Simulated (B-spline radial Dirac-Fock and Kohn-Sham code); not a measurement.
# Relativistic shifts of the levels of Se³⁺

System: the Se³⁺ ion, [Ar] 3d10 4s2 4p1.

Both columns are ΔSCF binding energies of the configuration average from a B-spline atomic structure program: non-relativistic Hartree-Fock with a point nucleus, and Dirac-Fock with a finite nucleus and the Coulomb interaction alone, averaged over the two j levels with weights 2j+1.

| shell | Hartree-Fock (eV) | Dirac-Fock (eV) | shift (eV) | shift (%) |
| --- | --- | --- | --- | --- |
| 1s | 12529.8 | 12732.7 | +202.85 | +1.62 |
| 2s | 1664.3 | 1710.0 | +45.77 | +2.75 |
| 2p | 1487.9 | 1498.7 | +10.80 | +0.73 |
| 3s | 273.9 | 281.6 | +7.69 | +2.81 |
| 3p | 211.9 | 213.6 | +1.74 | +0.82 |
| 3d | 102.8 | 101.4 | -1.36 | -1.33 |
| 4s | 52.73 | 53.59 | +0.85 | +1.62 |
| 4p | 41.72 | 41.82 | +0.10 | +0.24 |

Relativity binds 1s, 2s, 2p, 3s, 3p, 4s, 4p more strongly, among those listed most of all 3s in relative terms, and 3d more weakly, because the contracted s and p shells screen the nucleus better.

Values without a named source are computed, but for edge energies of neutral atoms, which are taken from tables.
